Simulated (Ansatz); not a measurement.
Ansatz (a quantum-chemistry and plane-wave program) input (PBE0/def2-TZVPP):

Ansatz 0.2 input:
```yaml
crystal:
  periodic: [false, false, false]
  atoms:
    - {symbol: Si, position_ang: [-1.02909718, 0.09598792, 0.19603010]}
    - {symbol: P, position_ang: [1.16264179, -0.17498748, -0.28686021]}
    - {symbol: H, position_ang: [-1.82509624, -0.83302336, -0.63823404]}
    - {symbol: H, position_ang: [-1.45804519, 1.48794000, -0.08774552]}
    - {symbol: H, position_ang: [-1.28854722, -0.19745417, 1.62733475]}
    - {symbol: H, position_ang: [1.53942232, 0.82351881, 0.65712658]}
basis:
  gaussian:
    orbitals: def2-TZVPP
    final_grid: {core_spheres: 26, valence_spheres: 22, degree: 59}
hamiltonian:
  xc: {name: PBE0}
magnetization: {spin_polarized: true, initial_magnetization: 1}
```

Output:

```
Functional definition: PBE0
integrals: 0.06 GiB planned
827 factors; their error is unknown
mean field: 0.70 GiB planned
mean field evaluation 1: about -17223.5031 eV, gradient 8.2e0 eV
mean field evaluation 2: about -17223.8570 eV, gradient 4.8e0 eV
mean field evaluation 4: about -17224.0022 eV, gradient 3.8e-1 eV
mean field evaluation 8: about -17224.0214 eV, gradient 1.1e-2 eV
mean field evaluation 16: about -17224.0214 eV, gradient 1.3e-5 eV
mean field -17224.02139930 eV, -632.9711115632 hartree, gradient 1.3e-5 eV, S^2 0.756693; 0 other end points of the search recorded, 0 dependent functions left out
reference -17224.02142782 eV, -632.9711126115 hartree; 17, 16 occupied and 123, 124 virtual orbitals, 827 factors
Total energy: -17224.02142782 eV, -632.9711126115 hartree
```
